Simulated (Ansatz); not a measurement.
H3O4Ta (`[O]=[Ta]([OH])([OH])[OH]`), relaxed with RKS PBE-D4/def2-SVP in Ansatz 0.2.0 from a rough embedded geometry. The force threshold is 0.03 eV/Å; the program also tests the step.

Charge 0, multiplicity 1. Ta: def2 effective core potential.

Start:

```xyz
8

O     1.963   -1.124    1.308
Ta    0.526   -0.271    0.321
O    -1.054   -1.648    0.107
O     1.114    0.299   -1.606
O    -0.176    1.436    1.420
H    -1.779   -1.184   -0.387
H     0.353    0.730   -2.024
H    -0.948    1.762    0.861
```

| step | energy (eV) | largest force (eV/Å) | largest move (Å) |
| --- | --- | --- | --- |
| 1 | -9779.0669 | 4.865 | 0.000 |
| 2 | -9780.8862 | 1.129 | 0.195 |
| 3 | -9781.0156 | 0.717 | 0.151 |
| 4 | -9781.0664 | 0.225 | 0.088 |
| 5 | -9781.0869 | 0.200 | 0.082 |
| 6 | -9781.0889 | 0.319 | 0.062 |
| 7 | -9781.0956 | 0.024 | 0.025 |

End:

```xyz
8

O     1.725   -0.959    1.120
Ta    0.399   -0.225    0.261
O    -0.990   -1.553    0.126
O     1.070    0.288   -1.468
O    -0.162    1.298    1.294
H    -1.868   -1.547   -0.287
H     0.684    0.734   -2.238
H    -0.860    1.964    1.193
```

Run time 7 s (4 threads of an Arm Neoverse V2 on a shared host); peak host memory 0.15 GiB.
